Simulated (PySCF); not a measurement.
Some computed properties have been withheld. Give your best values.

Compound: vinyl propionate, C₅H₈O₂.
SMILES: `C=COC(=O)CC`

Conformer (atom-mapped SMILES and torsion angles): `[CH2:1]=[CH:2][O:3][C:4](=[O:5])[CH2:6][CH3:7]`: C1–C2–O3–C4 180°, C2–O3–C4–O5 0°, O3–C4–C6–C7 177°.

```tsv
property	level	value
rotational constants A, B, C	PBE0-D3(BJ)/def2-SVP	8.880, 1.342, 1.183 GHz
dipole moment	B3LYP/def2-SVPD	1.78 D
HOMO energy	B3LYP/def2-SVPD	-7.17 eV
LUMO energy	B3LYP/def2-SVPD	?
lowest singlet excitation	TDDFT B3LYP/def2-SVPD	?
strongest line among the 10 lowest singlet transitions	TDDFT B3LYP/def2-SVPD	?
lowest triplet excitation (Tamm–Dancoff)	TDA B3LYP/def2-SVPD	4.17 eV
static isotropic polarisability	B3LYP/def2-SVPD	72.1 au
vertical ionisation energy	ΔSCF B3LYP/def2-SVPD	9.55 eV
electronic spatial extent ⟨r²⟩ about the centre of nuclear charge	B3LYP/def2-SVPD	?
13C chemical shifts (computed TMS as zero) by class	GIAO PBE0/pcSseg-1	174.3 (1 C), 147.8 (1 C), 100.4 (1 C), 28.7 (1 C), 9.3 (1 C) ppm
1H chemical shifts (computed TMS as zero) by class	GIAO PBE0/pcSseg-1	?
isotropic shieldings of nuclei other than C and H, by class	GIAO PBE0/pcSseg-1	?
largest of the computed one-bond spin–spin couplings (means over like bonds)	B3LYP/pcJ-1, spin–dipole term left out	13C–1H +196.4, 13C–1H +174.8, 13C–1H +168.6, 13C–1H +134.9 (×3), 13C–1H +132.1 (×2), 13C–13C +91.8, 13C–13C +63.0, 13C–13C +39.9 Hz
```

Gas-phase values; electronic properties from PySCF, density fitting. Isolated species at its PBE0-D3(BJ)/def2-SVP geometry (one conformer only). NMR classes are plain means over equivalent atoms (diastereotopic ones count apart unless rotation or inversion swaps them), as if these changed places fast; in this geometry the members of some classes differ.

(1) The LUMO energy?

(2) What is the electronic spatial extent ⟨r²⟩ about the centre of nuclear charge?

(3) The strongest line among the 10 lowest singlet transitions?

(4) Give the 1H chemical shifts (computed TMS as zero) by class.

(5) Give the lowest singlet excitation.

(6) Give the isotropic shieldings of nuclei other than C and H, by class.

## Answers

(1) -0.77 eV.

(2) 1001 bohr².

(3) S2 at 5.99 eV (207 nm, f = 0.309).

(4) 7.75 (1 H), 5.05 (1 H), 4.69 (1 H), 2.26 (2 H), 1.09 (3 H) ppm.

(5) 5.72 eV (217 nm, f = 0.001).

(6) -97 (1 O), 76 (1 O) ppm.

No computed singlet falls in the visible range (750 to 380 nm, 1.65 to 3.26 eV); S1 lies 2.46 eV above its blue end. In atomic units the dipole is 0.70 e·bohr (1 au = 2.5417 D). The principal polarisabilities are 50.9, 65.3 and 100.1 au; their mean is the isotropic value.
